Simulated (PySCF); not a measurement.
**PrF: from constants to spectrum**

revPBE constants of PrF, quintet, about 2.8 electrons in the 4f shell (Mulliken), real f orbitals that mix terms (basis Pr x2c-TZVPall, F x2c-TZVPall; spin-free X2C with a Gaussian nucleus; PySCF 2.14; masses 140.9076 and 18.9984 u):

| Item | Value |
| --- | --- |
| ωe | 509.1 cm⁻¹ |
| ωexe | 2.37 cm⁻¹ |
| Be | 0.23288 cm⁻¹ |
| αe | 0.00137 cm⁻¹ |
| D (centrifugal) | 1.95e-07 cm⁻¹ |
| De to Pr (4f3 6s2) + F | 6.45 eV |

Give the vibrational terms G(v) and spacings up to v = 3.

G(v) = ωe(v+½) − ωexe(v+½)².

| v | G(v) (cm⁻¹) | G(v) − G(v−1) | Bv (cm⁻¹) |
| --- | --- | --- | --- |
| 0 | 254 |  | 0.2322 |
| 1 | 758 | 504 | 0.2308 |
| 2 | 1258 | 500 | 0.2295 |
| 3 | 1753 | 495 | 0.2281 |

How well does the Morse estimate ωe²/(4ωexe) reproduce De, and what is D0?

It gives 3.39 eV, 53 % of the computed De. D0 = De − G(0) = 6.45 − 0.03 = 6.42 eV.

These are scalar-relativistic numbers at best; spin–orbit coupling would shift them, the dissociation energy most. The state is the lowest single determinant that the PBE0 search found; with open d or f shells the true ground state can be another one.
